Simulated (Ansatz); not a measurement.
Consider the formal exchange of groups at the Hf–S bond: `[F][Hf]([F])([SH])[Cl]` + `c1ccccc1` → `[F][Hf]([F])([Cl])[c]1ccccc1` + H₂S.

Program: Ansatz. Geometries: PBE0-D4/def2-TZVP. ΔE: electronic, gas phase. CCSD(T)/CBS is the MP2 limit (def2-TZVPP, def2-QZVPP) plus CCSD(T) − MP2 in def2-TZVPP, frozen cores. This one scheme is used for every species. def2 core potentials past Kr. For Hf outer-core shells are correlated without core-valence functions, which leaves a few kJ/mol of doubt a bond. Each species was taken in one conformer, which may not be the lowest.

```
             level  ΔE (kcal/mol)
CCSD(T)/def2-TZVPP           28.3
     HF/def2-QZVPP           32.7
```

(1) What does CCSD(T)/CBS give? (An estimate is asked.)

Largest T1 diagnostic among the species: 0.016.

Results:

(1) Computed: +29.4 kcal/mol. The listed levels differ from it by -1.1, 3.3 kcal/mol.

From BLYP to BHLYP (50 % exact exchange), in def2-TZVPP and without D4, ΔE moves by +0.8 kcal/mol. At CCSD(T), def2-SVP lies −3.8 kcal/mol from the extrapolated value and def2-TZVPP −1.1 kcal/mol. The D4 term adds −1.7 kcal/mol with B3LYP and −1.1 kcal/mol with PBE0; it sums over pairs of atoms, weighted by their polarisabilities, and B3LYP, whose exchange is more repulsive, gets the larger term.

B3LYP here is the variant with VWN-RPA as its local correlation; programs differ in this.
